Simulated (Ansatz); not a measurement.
Molecule: GaBr, net charge 0, singlet state. SMILES: [Ga][Br]
Geometry: optimised at B3LYP-D3(BJ)/def2-TZVP (Ansatz, a program for electronic structure).

Wanted: atomisation energy (electronic, to ground-state atoms), in eV. Valence correlation only, unless marked. Open shells are spin-unrestricted. No spin-orbit coupling. Frozen are the shells of the preceding noble gas and the d and f shells that filled before the atom's block. Non-relativistic. The coupled-cluster limit lacks core correlation, which all-electron functionals hold. CBS marks a two-point X^-3 extrapolation of the correlation energy; Hartree-Fock from the larger set (for Q and 5 zeta extrapolated as (X+1)exp(-9√X)).

```tsv
level	program	atomisation energy (eV)
CAM-B3LYP-D3(BJ)/def2-TZVPD	Ansatz + dftd3	4.31
B2GP-PLYP/def2-TZVPD	Ansatz	4.32
MP2/CBS(cc-pVTZ,cc-pVQZ)	Ansatz	4.54
RI-MP2/def2-QZVPP	Ansatz	4.46
```

**Question.** What does CCSD(T)/CBS(cc-pVQZ,cc-pV5Z) (Ansatz) give?

**Answer.** 4.41 eV, so RI-MP2/def2-QZVPP differs from it by 0.05 eV.
